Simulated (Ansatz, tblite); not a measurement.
Removing an electron: GaH2Et (C2H7Ga). Charge 0, multiplicity 1. Geometry: PBE0-D4/def2-SVP. Ansatz, gas phase; energy differences of separate SCF runs; the oxidised species was run as a doublet alone.

```csv
atom,x (Å),y (Å),z (Å)
Ga1,1.550,-0.174,0.617
H2,1.953,0.825,1.771
H3,2.293,-1.562,0.524
C4,0.090,0.289,-0.637
C5,-1.290,-0.057,-0.070
H6,0.250,-0.240,-1.591
H7,0.144,1.368,-0.857
H8,-2.099,0.209,-0.770
H9,-1.395,-1.135,0.139
H10,-1.497,0.477,0.873
```

The xTB rows come from tblite.

| level | −HOMO (eV) | vertical IE (eV) | −LUMO (eV) | HOMO–LUMO gap (eV) |
| --- | --- | --- | --- | --- |
| GFN1-xTB | 11.11 | 14.08 | 5.18 | 5.94 |
| GFN2-xTB | 10.60 | 13.54 | 5.77 | 4.83 |
| PBE-D4/def2-TZVP | 6.31 | 9.42 | 2.25 | 4.06 |
| r2SCAN-D4/def2-TZVP | 6.54 | 9.45 | 1.95 | 4.60 |
| PBE0-D4/def2-TZVP | 7.49 | 9.59 | 1.43 | 6.06 |

Relaxing the oxidised species (PBE0-D4/def2-SVP) changes its energy by -0.90 eV at PBE0-D4/def2-TZVP, so the adiabatic ionisation energy to this nearest minimum is 8.69 eV. At PBE-D4/def2-TZVP it is 8.61 eV.   Raw xTB energy differences between charge states are shifted by several eV; the methods need an empirical correction for them.
